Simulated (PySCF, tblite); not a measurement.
Isomers of C5H11N2PSi, one GFN2-xTB conformer each. Single-point energies are computed at PBE0/pcSseg-1 (PySCF, gas phase, no added dispersion term), electronic only.

```csv
SMILES,GFN2-xTB relative energy (kJ/mol)
N#C[C@@H]1CC[Si@H](P)NC1,48.6
Cc1nn([SiH](C)C)cp1,0.0
```

Conformers: `[N:1]#[C:2][C@@H:3]1[CH2:4][CH2:5][Si@H:6]([PH2:7])[NH:8][CH2:9]1` with C5–Si6–P7–H 80° and 173°, C2–C3–C4–C5 167°, C3–C4–C5–Si6 57°, C4–C5–Si6–P7 78°, C5–Si6–N8–C9 42°; `[CH3:1][c:2]1[n:3][n:4]([SiH:5]([CH3:6])[CH3:7])[cH:8][p:9]1` with N3–N4–Si5–C6 60°.

Question: What does PBE0/pcSseg-1 give for the same structures?

Answer: 
```tsv
SMILES	PBE0/pcSseg-1 E (Eh)	PBE0/pcSseg-1 (kJ/mol)	GFN2-xTB (kJ/mol)	point group
Cc1nn([SiH](C)C)cp1	-936.85789	0.0	0.0	Cs
N#C[C@@H]1CC[Si@H](P)NC1	-936.84206	41.6	48.6	C1
```

Both levels put the same isomer lowest. As drawn, the lower has an aromatic ring and an N–N linkage, which the higher lacks; the higher has a C≡N group and an N–H bond, which the lower lacks.

Question: Which frontier levels, dipoles and rotational constants go with these structures?

Answer: 
```
                  SMILES  HOMO (eV, PBE0/pcSseg-1)  LUMO (eV)  dipole (D)       A, B, C (MHz)
     Cc1nn([SiH](C)C)cp1                     -6.67      -0.44        2.43  2096, 723.4, 655.2
N#C[C@@H]1CC[Si@H](P)NC1                     -7.00       0.24        4.37  2268, 644.4, 630.0
```

Question: What happens when harmonic zero-point energies from GFN2-xTB frequencies are added?

Answer: 
```json
{"SMILES": "Cc1nn([SiH](C)C)cp1", "ZPE (kJ/mol)": "401.0", "electronic (kJ/mol)": "0.0", "with ZPE (kJ/mol)": "0.0"}
{"SMILES": "N#C[C@@H]1CC[Si@H](P)NC1", "ZPE (kJ/mol)": "399.1", "electronic (kJ/mol)": "41.6", "with ZPE (kJ/mol)": "39.6"}
```

The zero-point energies span 1.9 kJ/mol. The order is unchanged.
